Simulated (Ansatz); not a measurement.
`[SiH3]O[SiH](Cl)Cl` → `Cl[Si]Cl` + silanol at 400 K and 1 bar (silylene formation by 1,1-elimination).

Computed with Ansatz on PBE0-D4/def2-TZVP structures; ΔE is electronic, products minus reactants. CBS: MP2 limit from def2 TZ/QZ plus the TZ coupled-cluster correction, frozen cores. This one scheme is used for every species. One conformer a species, not always the lowest.

| species | CCSD(T)/CBS energy (Eh) | H − E (kJ/mol) | S (J/(mol·K)) |
| --- | --- | --- | --- |
| `[SiH3]O[SiH](Cl)Cl` | -1575.48976 | 148.0 | 431.4 |
| `Cl[Si]Cl` | -1208.69388 | 25.2 | 297.3 |
| `O[SiH3]` | -366.69042 | 120.0 | 276.4 |

H − E and S are ideal-gas, rigid-rotor, harmonic terms from PBE0-D4/def2-TZVP, for one conformer and one mirror image of each species. 1 Eh = 2625.50 kJ/mol, R = 8.31446 J/(mol·K).

**Question.** By hand: ΔE, ΔH, ΔS and ΔG.

**Answer.** ΔE = (-1208.69388) + (-366.69042) − (-1575.48976) = 0.10546 Eh = 276.9 kJ/mol. Δ(H − E) = 25.2 + 120.0 − 148.0 = -2.8, so ΔH = 274.1 kJ/mol. ΔS = 297.3 + 276.4 − 431.4 = 142.3 J/(mol·K). ΔG = 274.1 − 400 × (142.3)/1000 = 217.2 kJ/mol.

**Question.** By hand: the equilibrium constant, and the temperature at which ΔG would vanish if ΔH and ΔS stayed fixed.

**Answer.** log₁₀ K = −ΔG/(RT ln 10) = -28.4. ΔG = 0 at ΔH/ΔS = 1926 K.

The number of gas molecules changes by +1, which sets the sign of ΔS. A doubt of 5 kJ/mol in ΔE shifts log₁₀ K by 0.7 here. Other conformers and mirror images would add mixing entropy, several J/(mol·K) or more a flexible species. Modes under 60 cm⁻¹, often nearly free rotors, make the harmonic entropy too high. These are equilibria of isolated gas molecules and say nothing of rates. Largest T1 diagnostic: 0.013 (customary marks: 0.02 for closed shells, 0.045 for open ones).
